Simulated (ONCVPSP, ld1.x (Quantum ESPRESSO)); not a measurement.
Potentials for N (Z = 7) compared

Generated with ld1.x 7.5 (TM, RRKJ, ultrasoft, PAW), atompaw 4.2 or ONCVPSP 4.0.1. The cutoff is in Ry: for ld1.x and atompaw files where the sum of valence levels is converged to 10 mRy in a Bessel basis, for ONCV files where the hardest occupied wave has 1 mHa per electron of residual kinetic energy. The error is the largest all-electron minus pseudo excitation energy over each file’s own four to seven test configurations (ionisations up to +4, promotions, holes and added fractions of an electron), all of which were solved. The labels leave out finer settings (local radius, basis sizes, second energies), which also bear on the numbers. Spin-polarised tests are not counted. The rows are a selection from randomly drawn settings: files with unsolved tests, undetermined cutoffs or missed reference levels are left out.

A true bound ghost makes a file unfit for plane-wave use even where its test errors are small: the radial tests pick states by their node count and pass the ghost by.

| potential | cutoff (Ry) | largest error (meV) | bound ghosts |
| --- | --- | --- | --- |
| ONCV, PBEsol, fully relativistic, rc 1.15/1.55 (sp), local smoothed, core correction yes, reference 2s2 2p3, qcut 7/8.3, projectors 2/2 | 53 | +457 | none |
| ONCV, PBE, scalar-relativistic, rc 0.85/1.25/1.25 (spd), local smoothed, core correction yes, reference 2s2 2p3, qcut 5.9/6.8/8.1, projectors 2/2/1 | 205 | +645 | none |
| ONCV, LDA (Perdew-Zunger), scalar-relativistic, rc 0.80/1.40 (sp), local smoothed, core correction yes, reference 2s2 2p1, qcut 6.5/11.4, projectors 1/2 | 162 | +129 | none |
| ONCV, PBEsol, non-relativistic, rc 1.00/1.20/1.20 (spd), local smoothed, core correction yes, reference 2s2 2p3, qcut 7.6/6.4/6.8, projectors 2/1/1 | 159 | +479 | none |
| RRKJ, revPBE, scalar-relativistic, rc 0.70/1.80/1.80 (spd), local s, core correction yes, reference 2s1.75 2p3.25 | 120 | +2325 | none |
| ONCV, Wu-Cohen, non-relativistic, rc 0.75/1.50/1.15 (spd), local smoothed, core correction yes, reference 2s2 2p3, qcut 8.8/9.8/9, projectors 3/2/2 | 60 | +256 | s |
| ONCV, PBE, scalar-relativistic, rc 0.90/1.90 (sp), local smoothed, core correction yes, reference 2s2 2p1, qcut 7.7/7.9, projectors 2/2 | 62 | +558 | none |

(1) Fill in the row for N: ONCV, PBE, scalar-relativistic, rc 0.90/2.30/1.95 (spd), local smoothed, core correction yes, reference 2s2 2p3, qcut 6.3/6/5.2, projectors 3/2/2.

(2) Fill in the row for N: PAW, PBE, scalar-relativistic, rc 1.05/2.30/1.95 (spd), local smoothed, core correction yes, reference 2s1.75 2p3.25.

## Answers

(1) cutoff 121 Ry, largest error +2884 meV, bound ghosts: s.

(2) cutoff 15 Ry, largest error -16 meV, bound ghosts: none.
